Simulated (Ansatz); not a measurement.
Ansatz (an electronic-structure program) job for MgHBr, SMILES [MgH][Br], B3LYP-D3(BJ)/def2-TZVP. 

Ansatz 0.2 input:
```yaml
crystal:
  periodic: [false, false, false]
  atoms:
    - {symbol: Mg, position_ang: [0.00125811, -1.65389715, 0.00000000]}
    - {symbol: H, position_ang: [-0.00900876, -3.21703873, -0.00000000]}
    - {symbol: Br, position_ang: [-0.00017396, 0.65896584, -0.00000000]}
basis:
  gaussian:
    orbitals: def2-TZVP
hamiltonian:
  xc: b3lyp
  dispersion: d3bj
relax: {f_tol: 0.002, max_steps: 200}
```

Log of the run:

```
WARN ansatz: RAYON_NUM_THREADS=1 ignored (pool sized by the plan → 1); use --threads N
Functional definition: B3LYP
integrals: 0.03 GiB planned
745 factors; their error is unknown
mean field: 0.24 GiB planned
mean field evaluation 1: about -75508.6432 eV, gradient 1.7e1 eV
mean field evaluation 2: about -75508.8227 eV, gradient 1.8e1 eV
mean field evaluation 4: about -75509.6692 eV, gradient 2.2e-1 eV
mean field evaluation 8: about -75510.0325 eV, gradient 2.0e-2 eV
mean field -75510.03246426 eV, -2774.9425105231 hartree, gradient 4.0e-5 eV, S^2 0.000000; 0 other end points of the search recorded, 0 dependent functions left out
the calculation of the forces begins
reference -75510.03267835 eV, -2774.9425183911 hartree; 24, 24 occupied and 62, 62 virtual orbitals, 745 factors
relax step   1: F+E_penalty+E_count = -75510.11799057 eV  Δ(F+E_penalty+E_count) = +0.000e0 eV  max|allowed force component| = 1.474e0 eV/Å  Δτ_max = 0.0000 Å  (24 SCF iters, accepted)
these checks for a lower state are left out or cut short: starts, cluster_reference, orbital_swaps, neighbouring_geometries, increment
integrals: 0.03 GiB planned
745 factors; their error is unknown
mean field: 0.24 GiB planned
mean field evaluation 16: about -75509.7515 eV, gradient 7.8e-3 eV
mean field -75510.11476787 eV, -2774.9455351253 hartree, gradient 1.5e-5 eV, S^2 0.000000; 0 other end points of the search recorded, 0 dependent functions left out
the calculation of the forces begins
reference -75510.11498383 eV, -2774.9455430614 hartree; 24, 24 occupied and 62, 62 virtual orbitals, 745 factors
relax step   2: F+E_penalty+E_count = -75510.19945578 eV  Δ(F+E_penalty+E_count) = -8.147e-2 eV  max|allowed force component| = 3.588e-1 eV/Å  Δτ_max = 0.0664 Å  (28 SCF iters, accepted)
these checks for a lower state are left out or cut short: starts, cluster_reference, orbital_swaps, neighbouring_geometries, increment
integrals: 0.03 GiB planned
745 factors; their error is unknown
mean field: 0.24 GiB planned
mean field -75510.12097592 eV, -2774.9457632668 hartree, gradient 1.5e-5 eV, S^2 0.000000; 0 other end points of the search recorded, 0 dependent functions left out
the calculation of the forces begins
reference -75510.12119250 eV, -2774.9457712261 hartree; 24, 24 occupied and 62, 62 virtual orbitals, 745 factors
relax step   3: F+E_penalty+E_count = -75510.20545034 eV  Δ(F+E_penalty+E_count) = -5.995e-3 eV  max|allowed force component| = 7.942e-3 eV/Å  Δτ_max = 0.0235 Å  (28 SCF iters, accepted)
these checks for a lower state are left out or cut short: starts, cluster_reference, orbital_swaps, neighbouring_geometries, increment
integrals: 0.03 GiB planned
745 factors; their error is unknown
mean field: 0.24 GiB planned
mean field evaluation 32: about -75509.7579 eV, gradient 7.2e-5 eV
mean field -75510.12097625 eV, -2774.9457632788 hartree, gradient 1.5e-5 eV, S^2 0.000000; 0 other end points of the search recorded, 0 dependent functions left out
the calculation of the forces begins
reference -75510.12119283 eV, -2774.9457712381 hartree; 24, 24 occupied and 62, 62 virtual orbitals, 745 factors
relax step   4: F+E_penalty+E_count = -75510.20545253 eV  Δ(F+E_penalty+E_count) = -2.184e-6 eV  max|allowed force component| = 5.893e-4 eV/Å  Δτ_max = 0.0005 Å  (28 SCF iters, accepted)
integrals: 0.03 GiB planned
745 factors; their error is unknown
mean field: 0.24 GiB planned
mean field -75510.12097625 eV, -2774.9457632788 hartree, gradient 1.5e-5 eV, S^2 0.000000; 1 other end points of the search recorded, 0 dependent functions left out
the calculation of the forces begins
reference -75510.12119283 eV, -2774.9457712381 hartree; 24, 24 occupied and 62, 62 virtual orbitals, 745 factors
Total energy: -75510.20566911 eV, -2774.9488756841 hartree
Atom 0 at    -0.002683    -1.626163     0.000000 Å, force    -0.000589     0.000298    -0.000000 eV/Å
Atom 1 at    -0.006871    -3.307093    -0.000000 Å, force     0.000344     0.000075     0.000000 eV/Å
Atom 2 at     0.001629     0.721286    -0.000000 Å, force     0.000245    -0.000374    -0.000000 eV/Å
Dipole moment:    -0.000083    -0.314640     0.000000 e Å
```

The run converged.
